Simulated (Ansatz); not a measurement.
GeH2O (SMILES [OH][GeH]) moved off its minimum; all values from Ansatz (a program for electronic structure), cores frozen in correlated methods.
(charge 0, multiplicity 1)
```xyz
4

Ge    -0.24945    -0.25519     0.21596
H     -1.41151    -0.05341    -0.86754
O      0.95191     0.72800    -0.70323
H      0.76588     1.03459    -1.51699
```

```tsv
level	largest force (eV/Å)	on atom	rms difference from CCSD(T)/aug-cc-pVTZ (eV/Å)	dipole (D)
HF/def2-TZVPP	4.37	O3	0.534	1.37
PBE/def2-TZVPP	5.39	O3	0.212	1.00
r2SCAN/def2-TZVPP	5.20	O3	0.065	1.08
B3LYP/def2-TZVPP	5.02	O3	0.067	1.05
wB97M-V/def2-TZVPP	5.10	O3	0.100	1.12
MP2/aug-cc-pVTZ	5.27	O3	0.063	1.19
CCSD(T)/aug-cc-pVTZ	5.17	O3	0.000	1.18
```

The differences count from one level among others, with limits of its own. Forces at CCSD(T)/aug-cc-pVTZ (eV/Å):

```csv
atom,Fx,Fy,Fz
Ge1,0.248,0.303,-0.242
H2,-0.216,-0.085,-0.085
O3,1.242,-1.840,4.669
H4,-1.273,1.622,-4.342
```
